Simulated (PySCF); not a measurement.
An unknown is described by computed data only.

Formula: CH4B2F2O2.

| Item | Value |
| --- | --- |
| Valence photoelectron | vertical ionisation energy: 12.16 eV [ΔSCF CAM-B3LYP/def2-SVPD] |
| NMR, other nuclei | isotropic shieldings of nuclei other than C and H, by class: 72 (1 B), 73 (1 B), 204 (2 O), 243 (2 F) ppm [GIAO KT3/pcSseg-2] |
| Dipole | 3.54 D [CAM-B3LYP/def2-SVPD] |
| UV, first state | lowest singlet excitation: 7.86 eV (158 nm, f = 0.000) [TDDFT CAM-B3LYP/def2-SVPD] |
| Polarisability | 47.1 au [CAM-B3LYP/def2-SVPD] |
| XPS | B1s 197.8, B1s 199.2, C1s 290.2, O1s 539.6 (×2), F1s 693.2 (×2) eV [ΔSCF SCAN, pcX-2 on the ionised atom, pcseg-1 elsewhere, spin-free X2C] |
| 13C NMR | chemical shifts (computed TMS as zero) by class: 1.5 (1 C) ppm [GIAO KT3/pcSseg-2] |
| UV, strongest line | among the 10 lowest singlet transitions: S4 at 8.60 eV (144 nm, f = 0.133) [TDDFT CAM-B3LYP/def2-SVPD] |
| Rotational structure | rotational constants A, B, C: 4.061, 1.675, 1.353 GHz [PBE0-D3(BJ)/def2-SVP] |

Electronic properties: PySCF, gas phase, density fitting. Levels stand in brackets. Isolated species at its PBE0-D3(BJ)/def2-SVP geometry (one conformer only). NMR classes are plain means over equivalent atoms (diastereotopic ones count apart unless rotation or inversion swaps them), as if these changed places fast.

Q: What is the compound? Reason from the data.

A: Numbering: `[OH:1][B:2]([OH:3])[CH2:4][B:5]([F:6])[F:7]`. The one carbon: sp3 carbon bound to boron [C4] (1.5 ppm). The other shieldings belong to: 72 ppm, three-coordinate boron [B2]; 73 ppm, three-coordinate boron [B5]; 204 ppm, boron-bound oxygen [O1/O3]; 243 ppm, boron-bound fluorine [F6/F7]. The core levels belong to: B1s 197.8 eV, three-coordinate boron [B2]; B1s 199.2 eV, three-coordinate boron [B5]; C1s 290.2 eV, sp3 carbon bound to boron [C4]; O1s 539.6 eV, boron-bound oxygen [O1/O3]; F1s 693.2 eV, boron-bound fluorine [F6/F7]. One atom of each topological class was ionised and stands for its class. The first electron is taken from the HOMO, whose largest Löwdin shares are 0.38 on the sp3 carbon bound to boron, 0.14 on a three-coordinate boron, 0.13 on a three-coordinate boron and 0.08 on a boron-bound fluorine. By its constants the optimised geometry is an asymmetric top. Structure: `OB(O)CB(F)F`. The assignments are read from this structure; whether some other isomer fits the data as well wasn't checked.

The values belong to the conformer `[OH:1][B:2]([OH:3])[CH2:4][B:5]([F:6])[F:7]`: O1–B2–C4–B5 94°, B2–C4–B5–F6 92°, H–O1–B2–O3 1°, H–O3–B2–O1 0°.
